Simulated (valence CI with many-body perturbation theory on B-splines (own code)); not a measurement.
**Ta LX: what each term of the Hamiltonian does**

Calculated by valence CI with perturbative core correlation (CI+MBPT): four valence electrons over a frozen Dirac-Fock core [Ne], a basis of 11 s, 11 p, 9 d, 7 f, 5 g, 2 h, 1 i functions for each j, with the one-electron correlation potential Σ1 (screened to all orders), the two-electron term Σ2, the three-electron term Σ3, Breit, model QED; selected single and double excitations, second order for the rest (own B-spline code, finite nucleus).

The last digits are not significant, and no measured levels were compared; by estimate large intervals hold to a few tenths of a per cent, small ones and those within an open d or f shell to about a per cent.

Each rung adds one term. CI alone is the Dirac-Coulomb CI over the frozen core; QED comes last and gives the full result, which names the levels. Energies are above (3s^2 3p1/2^2) J=0 on the same rung, in Ry.

Levels are named by their leading jj configuration (3d3/2^4 stands for four electrons in 3d with j = 3/2), which in mixed levels can hold well under half, so a name can repeat and another be missing. Letters in brackets count levels of one name in rising energy.

```tsv
Level	CI alone
(3s^2 3p1/2 3p3/2) J=1	24.168
(3s^2 3p1/2 3p3/2) J=2	24.883
(3s 3p1/2^2 3p3/2) J=2	36.380
(3s 3p1/2^2 3p3/2) J=1	38.398
(3s^2 3p1/2 3d3/2) J=2	40.278
(3s^2 3p1/2 3d3/2) J=1	43.436
(3s^2 3p1/2 3d5/2) J=2	47.396
(3s^2 3p1/2 3d5/2) J=3	47.521
(3s^2 3p3/2^2) J=2	49.539
(3s^2 3p3/2^2) J=0	50.983
(3s 3p1/2^2 3d3/2) J=1	52.725
(3s 3p1/2^2 3d3/2) J=2	53.285
(3s 3p1/2^2 3d5/2) J=3	59.557
(3s 3p1/2 3p3/2^2) J=2 [a]	59.928
(3s 3p1/2^2 3d5/2) J=2	60.549
(3s 3p1/2 3p3/2^2) J=3	61.325
```

(1) What do these energies become with core correlation, Breit and QED?

(2) How does the ionisation energy move along the ladder, and which term matters most?

Answers

(1) (3s^2 3p1/2 3p3/2) J=1 23.916 (-0.2520); (3s^2 3p1/2 3p3/2) J=2 24.591 (-0.2914); (3s 3p1/2^2 3p3/2) J=2 36.040 (-0.3404); (3s 3p1/2^2 3p3/2) J=1 38.049 (-0.3495); (3s^2 3p1/2 3d3/2) J=2 39.825 (-0.4537); (3s^2 3p1/2 3d3/2) J=1 42.970 (-0.4660); (3s^2 3p1/2 3d5/2) J=2 46.827 (-0.5692); (3s^2 3p1/2 3d5/2) J=3 46.905 (-0.6161); (3s^2 3p3/2^2) J=2 49.018 (-0.5213); (3s^2 3p3/2^2) J=0 50.493 (-0.4899); (3s 3p1/2^2 3d3/2) J=1 52.249 (-0.4765); (3s 3p1/2^2 3d3/2) J=2 52.778 (-0.5072); (3s 3p1/2^2 3d5/2) J=3 58.893 (-0.6632); (3s 3p1/2 3p3/2^2) J=2 [a] 59.359 (-0.5690); (3s 3p1/2^2 3d5/2) J=2 59.901 (-0.6478); (3s 3p1/2 3p3/2^2) J=3 60.683 (-0.6423).

(2) CI alone 6375.1, + Σ1 6376.2, + Σ2 6376.4, + Σ3 6376.1, + Breit 6366.5, + QED 6366.4 eV. The largest step is Breit, -9.6 eV. NIST lists 6364 ± 7 eV (theoretical).
